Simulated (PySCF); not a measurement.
# Do core-level shifts follow atomic charges?

Compound: C5H6NOP.
Bonds: C1–O2, O2–C3, C3–C4 (aromatic), C4–C5 (aromatic), C5–P6 (aromatic), P6–C7 (aromatic), C7–N8 (aromatic), C3–N8 (aromatic). Hydrogens: H9, H10, H11 on C1; H12 on C4; H13 on C5; H14 on C7.

Binding energies: delta-SCF UKS SCAN, pcX-2 on the ionised atom, pcseg-1 elsewhere, spin-free X2C in PySCF 2.14.0. Charges: PBE0/pcSseg-1 ground-state density, for the ionised atom.

| atom | environment | C 1s (eV) | Mulliken (e) | IAO (e) | Hirshfeld (e) | ESP (e) |
| --- | --- | --- | --- | --- | --- | --- |
| C4 | aromatic CH carbon | 290.60 | -0.074 | -0.186 | -0.063 | -0.803 |
| C5 | aromatic CH carbon | 290.60 | -0.363 | -0.335 | -0.090 | +0.205 |
| C7 | aromatic CH next to a ring nitrogen | 291.10 | -0.191 | -0.221 | -0.039 | +0.255 |
| C1 | methoxy carbon | 292.38 | -0.022 | -0.205 | -0.036 | -0.158 |
| C3 | aromatic carbon bearing oxygen | 292.95 | +0.435 | +0.337 | +0.143 | +1.091 |

**Question.** How well does each charge scheme correlate with the binding energies over these sites?

**Answer.** Mulliken: r = 0.85, slope 3.1 eV per e; Hirshfeld: r = 0.83, slope 9.8 eV per e; IAO: r = 0.78, slope 3.2 eV per e; ESP: r = 0.63, slope 1.0 eV per e. On 5 points no scheme stands out.

**Question.** The point-charge model writes a binding energy as kq + V + constant, with V the potential of the other atoms' charges at the site. What does it give with the Hirshfeld charges?

**Answer.** V = Σ 14.40 eV Å × q/r over all other atoms: +0.62 eV at C4, +0.72 eV at C5, -0.30 eV at C7, +0.78 eV at C1, -2.72 eV at C3. Fitting binding energy − V to q gives k = 25.3 eV per e and leaves an rms residual of 0.32 eV, against 0.53 eV for the fit on q alone. The model has no term for differences in relaxation between sites.

Spin contamination (⟨S²⟩ against 0.75 for a pure doublet) is marked for C 1s of C7 (0.86) and C 1s of C3 (0.88), which makes these values less certain. Isolated species at its PBE0-D3(BJ)/def2-SVP geometry (one conformer only).

Conformer computed: `[CH3:1][O:2][c:3]1[cH:4][cH:5][p:6][cH:7][n:8]1`: C1–O2–C3–C4 180°.
